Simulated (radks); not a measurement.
Ionisation of the oxygen ion O3+, [He] 2s2 2p1, to [He] 2s2 as the strength of local exchange is varied. All-electron calculation, scalar-relativistic Kohn-Sham, Slater X-alpha exchange (alpha = 2/3 is LDA exchange), no correlation, spin-polarised, spherical densities, finite nucleus; open shells are filled with parallel spins first; Fermi nuclear charge, rms radius 2.6991 fm. Program: a radial shooting solver on a logarithmic mesh with Libxc functionals.

| alpha | E(O3+) (hartree) | exchange (hartree) | IE (eV) | -e of the level emptied (eV) | <r> of it (bohr) |
|---|---|---|---|---|---|
| 0.586 | -69.65597 | -5.06994 | 74.044 | 62.767 (2p) | 0.9261 |
| 0.632 | -70.05470 | -5.48787 | 75.224 | 63.971 (2p) | 0.9192 |
| 0.667 | -70.35906 | -5.80779 | 76.129 | 64.894 (2p) | 0.9139 |
| 0.686 | -70.52463 | -5.98217 | 76.622 | 65.398 (2p) | 0.9111 |
| 0.762 | -71.18941 | -6.68464 | 78.613 | 67.435 (2p) | 0.9001 |
| 0.791 | -71.44412 | -6.95477 | 79.380 | 68.221 (2p) | 0.8959 |
| 1.028 | -73.54731 | -9.20560 | 85.789 | 74.815 (2p) | 0.8637 |

NIST Atomic Spectra Database: 77.414 eV (measured). The Delta-SCF value meets it near alpha = 0.72. Open shells are spherical and high-spin; term and fine-structure splittings are not resolved.
